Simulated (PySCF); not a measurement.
C$_{3}$H$_{9}$Al, charge +1, doublet, at a GFN2-xTB geometry (such geometries of metal compounds can be far from the true shape) (a state made from the parent by changing its charge; the spin is typed, not shown lowest).

Here is a job for PySCF.
```python
from pyscf import gto, scf, dft

mol = gto.M(
    atom='''
Al   -0.110175   -0.117534   -0.006664
C    -1.509583   -1.500850   -0.154852
H    -1.724622   -1.733589   -1.206106
H    -2.450018   -1.171247    0.305320
H    -1.197638   -2.428236    0.344190
C     0.070744    1.678500   -0.955819
H     1.080283    1.766114   -1.366181
H    -0.108987    2.475854   -0.230903
H    -0.675640    1.713043   -1.751181
C     1.585279   -0.022341    1.120249
H     1.643105    0.958654    1.599901
H     2.447852   -0.168894    0.465358
H     1.539300   -0.815604    1.868766
''',
    basis='cc-pvdz',
    charge=1,
    spin=1,
    verbose=3,
)

mf = dft.UKS(mol)
mf.xc = 'r2scan'
mf.kernel()
```

What does this run give for the Mulliken (on the basis functions themselves) charges in atom order, HOMO energy, <S^2>?


```yaml
Mulliken (on the basis functions themselves) charges in atom order: Al1 0.59, C2 -0.29, H3 0.11, H4 0.11, H5 0.10, C6 -0.23, H7 0.13, H8 0.14, H9 0.15, C10 -0.23, H11 0.13, H12 0.14, H13 0.15
HOMO energy: -12.03 eV
"<S^2>": 0.760
```

These values belong to the state on which the SCF converged, which isn't shown to be the lowest.

Roughly what does it cost on one core?

very roughly 23 core-seconds.
